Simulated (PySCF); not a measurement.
F2Sr, charge +1, doublet, at a GFN2-xTB geometry (such geometries of metal compounds can be far from the true shape) (a state made from the parent by changing its charge; the spin is typed, not shown lowest) (all electrons, no relativity).

PySCF was given this input:
```python
from pyscf import gto, scf, dft

mol = gto.M(
    atom='''
Sr   -0.511119   -0.118058   -0.045484
F     0.910374    1.341797   -0.844596
F     1.247684   -0.843329    1.036641
''',
    basis='3-21g',
    charge=1,
    spin=1,
    verbose=3,
)

mf = dft.UKS(mol)
mf.xc = 'pbe0'
mf.kernel()
```

Problem. Predict the Mulliken (on the basis functions themselves) charges in atom order from PBE0/3-21G run with PySCF.

Solution. Sr1 1.73, F2 -0.37, F3 -0.37

Problem. Give the total energy at the level PBE0/3-21G.

Solution. -3316.7047 Eh

Problem. Estimate the number of basis functions that PBE0/3-21G returns for this input.

Solution. 44

Problem. What is the computed HOMO energy (PBE0/3-21G)?

Solution. -11.76 eV

Problem. What is the computed nuclear repulsion energy (PBE0/3-21G)?

Solution. 180.1406 Eh

Problem. Estimate the <S^2> that PBE0/3-21G returns for this input.

Solution. 0.754

These values belong to the state on which the SCF converged, which isn't shown to be the lowest.
